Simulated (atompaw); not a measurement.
**How hard is this lithium (Li) PAW (atompaw) potential?**

Li, PAW, made with atompaw 4.2.0.5 (PBE, scalar-relativistic). Core [He], reference 2s0 2p1. Waves: 2s (bound, empty): rc 2.10 bohr; 2s channel at 1.35 Ry: rc 3.00 bohr; 2p (bound): rc 3.00 bohr; 2p channel at 0.55 Ry: rc 3.00 bohr; 3d channel at 0.3 Ry: rc 3.00 bohr; 3d channel at 1.3 Ry: rc 3.00 bohr. Local part: troulliermartins scheme with l = 3 at 0 Ry, radius 2.45 bohr. Core correction: smooth core density matched at 2.00 bohr. Augmentation charge: sinc compensation charge, radius 2.75 bohr; PAW radius 3.00 bohr; waves and projectors: custom polynom vanderbiltortho.

The pseudo-atom Hamiltonian at the reference potential is diagonalised in spherical Bessel functions j_l(qr) that vanish at 20 bohr, with q² up to the cutoff. All-electron valence levels (Ry): 2s -0.2460, 2p -0.1149.

**Question.** How do the lowest levels (Ry) of each channel move with the cutoff, and are there ghosts?

**Answer.**

| cutoff (Ry) | s #1 | s #2 | p #1 | d #1 | f #1 | Σ f·Δε (mRy) |
| --- | --- | --- | --- | --- | --- | --- |
| 8 | -0.2451 | -0.0176 | -0.1149 | 0.0206 | 0.0791 | 0.0 |
| 10 | -0.2456 | -0.0177 | -0.1149 | 0.0206 | 0.0791 | 0.0 |
| 400 | -0.2460 | -0.0177 | -0.1149 | 0.0206 | 0.0791 | 0.0 |

Result: no extra level below or beside the all-electron valence levels (s, p, d, f tested); 10 mRy is reached at 6 Ry and 1 mRy at 6 Ry.
